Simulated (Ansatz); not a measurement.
`C[O][In]([F])[F]` + H–F → `[F][In]([F])[F]` + CH₃OH  (ligand exchange at the In–O bond)

Computed with Ansatz on PBE0-D4/def2-TZVP structures; ΔE is electronic, products minus reactants. CCSD(T)/CBS adds triple-zeta CCSD(T) − MP2 to the extrapolated MP2 energy (def2 sets, frozen cores). This one scheme is used for every species. DFT in def2-TZVPP. B3LYP here is the variant with VWN-RPA as its local correlation; programs differ in this. HSE06 is defined as in plane-wave codes. def2 core potentials past Kr. For In outer-core shells are correlated without core-valence functions, which leaves a few kJ/mol of doubt a bond. Each species was taken in one conformer, which may not be the lowest.

`C[O][In]([F])[F]`:

```xyz
8

C     1.351   -0.137   -0.131
O     0.184   -0.858    0.215
In   -1.579   -0.018    0.203
F    -1.813    1.842   -0.283
F    -3.197   -0.950    0.664
H     2.194   -0.828   -0.046
H     1.537    0.710    0.538
H     1.323    0.239   -1.160
```

H–F:

Cartesian coordinates in Å:
```
F 0.138 0.094 -0.429
H -0.138 -0.094 0.429
```

`[F][In]([F])[F]`:

Z-matrix (Å, degrees):
```
In
F 1 1.918
F 1 1.918 2 120.0
F 1 1.918 2 120.0 3 180.0
```

CH₃OH:

Z-matrix (Å, degrees):
```
C
O 1 1.409
H 1 1.097 2 112.4
H 1 1.090 2 107.0 3 -118.5
H 1 1.097 2 112.4 3 123.0
H 2 0.959 1 108.5 3 -61.6
```

(1) Is it downhill or uphill in electronic energy at CCSD(T)/CBS, and by how much? (Best estimate.)

(2) What do these levels give: B97M-V, B3LYP-D4, r2SCANh-D4, HSE06-D4, PBE, BHLYP, CAM-B3LYP, LC-ωPBE, HF/def2-SVP, CCSD(T)/def2-TZVPP, HF/def2-QZVPP, MP2/def2-QZVPP? (An estimate is asked.)

Largest T1 diagnostic among the species: 0.018.

## Answers

(1) The calculation gave: Downhill: ΔE = -0.19 eV.

(2) The calculation gave: B97M-V -0.34, B3LYP-D4 -0.26, r2SCANh-D4 -0.28, HSE06-D4 -0.26, PBE -0.28, BHLYP -0.35, CAM-B3LYP -0.33, LC-ωPBE -0.35, HF/def2-SVP -0.43, CCSD(T)/def2-TZVPP -0.20, HF/def2-QZVPP -0.44, MP2/def2-QZVPP -0.16 eV.

At CCSD(T), def2-SVP lies −0.12 eV from the extrapolated value and def2-TZVPP −0.01 eV. In def2-TZVPP, CCSD(T) changes the Hartree–Fock value by +0.22 eV (the triples alone add +0.03 eV) and MP2 by +0.26 eV. The D4 term adds +0.06 eV with B3LYP and +0.03 eV with PBE0; it sums over pairs of atoms, weighted by their polarisabilities, and B3LYP, whose exchange is more repulsive, gets the larger term.
